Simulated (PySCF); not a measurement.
## Two-component Hartree-Fock for Hg³⁺ (mercury, charge +3)

Start: [Xe] 4f14 5d9; 5d3/2 filled at m_j = -3/2, -1/2, +1/2, +3/2; 5d5/2 filled at m_j = -3/2, -1/2, +1/2, +3/2, +5/2. Calculated with PySCF 2.14 in x2c-SVPall-2c (7s10p9d2f, 96 functions): generalised Hartree-Fock with the X2C-1e Hamiltonian and a Gaussian nucleus; one run each with spin-orbit coupling (SO) switched off, then screened by Boettger's factors.

```
spinor shell  electrons  ε, spin-free (eV)  ε, screened SO (eV)  weight of nominal j (screened SO)  rms radius, screened SO (bohr)
       1s1/2          2           -83600.9             -83567.6                              1.000                          0.0187
       2s1/2          2           -15000.1             -14989.6                              1.000                          0.0756
       2p1/2          2           -12955.0             -14360.0                              1.000                          0.0639
       2p3/2          4           -12955.0             -12406.4                              1.000                          0.0720
       3s1/2          2            -3656.4              -3652.9                              1.000                           0.193
       3p1/2          2            -3056.3              -3370.3                              1.000                           0.184
       3p3/2          4            -3056.3              -2930.9                              1.000                           0.201
       3d3/2          4            -2413.5              -2467.1                              1.000                           0.177
       4s1/2          2            -868.85              -867.74                              1.000                           0.424
       4p1/2          2            -668.72              -745.28                              1.000                           0.429
       4p3/2          4            -668.72              -637.87                              1.000                           0.462
       4d3/2          4            -425.72              -437.21                              1.000                           0.476
       4d5/2          6            -425.72              -416.91                              1.000                           0.486
       5s1/2          2            -173.04              -172.84                              1.000                           0.968
       4f5/2          6            -154.44              -156.32                              0.999                           0.526
       4f7/2          8            -154.44              -152.09                              0.999                           0.527
       5p1/2          2            -116.51              -129.97                              0.998                            1.09
       5p3/2          4            -116.51              -110.85                              0.999                            1.13
       5d3/2          4            -49.727              -51.190                              0.973                            1.45
       5d5/2          5            -49.727              -48.594                              0.978                            1.50
```

Where does 3d5/2 lie, and what is the 3d spin-orbit splitting (screened SO)?

At -2374.5 eV, 92.627 eV above 3d3/2.

```json
{"quantity": "E (hartree)", "spin-free": "-19604.47893", "screened SO": "-19636.24802"}
{"quantity": "M_J", "spin-free": "5/2", "screened SO": "5/2"}
{"quantity": "⟨J²⟩", "spin-free": "8.764", "screened SO": "8.767"}
{"quantity": "⟨L²⟩", "spin-free": "6.011", "screened SO": "6.157"}
{"quantity": "⟨S²⟩", "spin-free": "0.753", "screened SO": "0.897"}
```

Each row is a mean over spinors that exchange with the open shell spreads, by up to 5.044 eV (5p3/2).

Breit and QED terms are absent; they matter most for the inner s and p1/2 levels.

Densities and radii are taken from the X2C orbitals without a picture-change correction, which distorts them close to the nucleus.

Without spin-orbit coupling the j labels of p, d and f shells carry no meaning; the spin-free column gives the mean over the occupied spinors of each nl shell.
